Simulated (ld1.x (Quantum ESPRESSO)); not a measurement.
## Configuration tests for N (TM semilocal)

```
Element                 : nitrogen (N)
Generator               : ld1.x (Quantum ESPRESSO) 7.5
Type                    : norm-conserving Troullier–Martins (semilocal form)
Functional              : PBE
Relativity              : scalar-relativistic
Frozen core             : [He]
Valence charge          : 5
Reference configuration : 2s2 2p3
Partial waves           : 2s (bound): rc 0.70 bohr; 3d channel at 0.25 Ry: rc 1.60 bohr; 2p (bound): rc 1.75 bohr
Local potential         : the p channel
Core correction         : none
```

Energies are relative to the spin-unpolarised reference configuration 2s2 2p3; without spin polarisation the order of configurations can differ from experiment.

**Question.** Give the all-electron excitation energy and the error of the potential for: 2s2 2p2; 2s2 2p1; 2s2 2p0; 2s1 2p4; 2s2 2p3.3; 2s1 2p3; 2s2 2p2.5.

**Answer.**

```
valence configuration  charge  ΔE all-electron (eV)  error AE − PS (meV)
              2s2 2p2      +1                13.591                  +12
              2s2 2p1      +2                42.445                 +209
              2s2 2p0      +3                89.528                +1072
              2s1 2p4       0                11.508                  +14
            2s2 2p3.3    -0.3                -1.619                 -0.4
              2s1 2p3      +1                25.372                  -49
            2s2 2p2.5    +0.5                 5.093                 +0.2
```

Levels in the configuration 2s2 2p3.3:

```tsv
level	all-electron (eV)	pseudo (eV)
2s	-15.124	-15.111
2p	-3.772	-3.769
```
